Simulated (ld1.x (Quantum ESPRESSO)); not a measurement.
BP86 TM dataset for Li (Z = 3), scalar-relativistic all-electron reference.

```
Element                 : lithium
Generator               : ld1.x (Quantum ESPRESSO) 7.5
Type                    : norm-conserving Troullier–Martins (Kleinman–Bylander form)
Functional              : BP86
Relativity              : scalar-relativistic
Frozen core             : [He]
Valence charge          : 1
Reference configuration : 2s0.5 2p0 (charge +0.5)
Partial waves           : 2s (bound): rc 3.30 bohr; 3d channel at 0.05 Ry: rc 3.35 bohr; 2p (bound, empty): rc 3.90 bohr
Local potential         : the p channel
Core correction         : none
```

Calculated quality:

* Cutoffs needed: 6 Ry and 6 Ry (the cutoffs (Ry, on a coarse ladder) from which the occupation-weighted sum of valence levels, in a spherical-Bessel basis at the reference potential, stays within 10 and 1 mRy of its value at 400 Ry)
* Ghost test: no extra level below or beside the all-electron valence levels (s, d, p, f tested) (spherical-Bessel basis up to 400 Ry, 20 bohr box)
* Largest excitation error: +4.8 meV (all-electron minus pseudo) for 2s0 2p1, out of 2 test configurations

Generation and tests took about 2.3 s on one core of a shared server CPU.
